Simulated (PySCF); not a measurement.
(1E)-1-bromobuta-1,3-diene (C4H5Br), SMILES C=C/C=C/Br.

Coordinates come from a PBE-D3(BJ)/def2-SVP optimisation. One conformer was computed; it need not be the lowest.

Computed with PBE-D3(BJ)/def2-SVP run with PySCF.

Frequencies are harmonic and unscaled.

| mode | ν (cm⁻¹) | IR (km/mol) | moving atoms (share of kinetic energy) |
|---|---|---|---|
| 1 | 144 | 0.9 | C 70 %, H 26 % |
| 2 | 154 | 0.8 | C 69 %, H 20 %, Br 11 % |
| 3 | 239 | 0.1 | C 61 %, H 37 % |
| 4 | 317 | 4.6 | C 59 %, Br 30 %, H 11 % |
| 5 | 439 | 0.3 | C 68 %, H 31 % |
| 6 | 627 | 1.1 | H 74 %, C 26 % |
| 7 | 749 | 42.1 | C 78 %, H 15 % |
| 8 | 795 | 19.7 | H 55 %, C 45 % |
| 9 | 882 | 23.6 | H 75 %, C 25 % |
| 10 | 923 | 19.1 | H 78 %, C 22 % |
| 11 | 927 | 3.6 | H 66 %, C 34 % |
| 12 | 1001 | 32.0 | H 91 %, C 9 % |
| 13 | 1138 | 2.1 | H 64 %, C 36 % |
| 14 | 1189 | 11.6 | H 68 %, C 32 % |
| 15 | 1247 | 11.7 | H 73 %, C 27 % |
| 16 | 1264 | 3.5 | H 75 %, C 25 % |
| 17 | 1379 | 3.6 | H 79 %, C 21 % |
| 18 | 1592 | 15.7 | C 91 %, H 9 % |
| 19 | 1649 | 30.4 | C 88 %, H 12 % |
| 20 | 3075 | 7.9 | H 94 % |
| 21 | 3082 | 1.7 | H 92 % |
| 22 | 3097 | 4.6 | H 92 %, C 8 % |
| 23 | 3133 | 7.9 | H 92 %, C 8 % |
| 24 | 3181 | 5.2 | H 89 %, C 11 % |
